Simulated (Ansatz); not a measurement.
Mulliken charges of C$_{2}$H$_{5}$OSi (`[CH]=C[SiH2]O`) radical from ωB97M-V/def2-TZVPP in Ansatz (PBE0-D4/def2-TZVP geometry).

| atom | x (Å) | y (Å) | z (Å) | charge (e) |
| --- | --- | --- | --- | --- |
| C1 | -0.160 | 1.135 | -1.516 | -0.144 |
| C2 | 0.358 | 0.830 | -0.360 | -0.275 |
| Si3 | 0.230 | -0.898 | 0.336 | 0.481 |
| O4 | -0.612 | -0.921 | 1.753 | -0.383 |
| H5 | -0.260 | 1.986 | -2.178 | 0.138 |
| H6 | 0.880 | 1.597 | 0.227 | 0.111 |
| H7 | 1.575 | -1.408 | 0.694 | -0.044 |
| H8 | -0.403 | -1.753 | -0.701 | -0.056 |
| H9 | -1.519 | -0.613 | 1.727 | 0.172 |

By hand: the dipole of these point charges (1 e Å = 4.8032 D).

Σ q r = (0.023, 0.035, -0.162) e Å, of length 0.167 e Å = 0.80 D.

How does the dipole of the full density compare? (Estimate.)

The calculation gave: (-0.165, 0.305, -0.102) e Å, 1.74 D; the point charges give 0.46 times that, at 67° from its direction.

Point charges leave out the atoms' own dipoles, such as those of lone pairs, and Mulliken's split depends on the basis, so the two needn't agree.
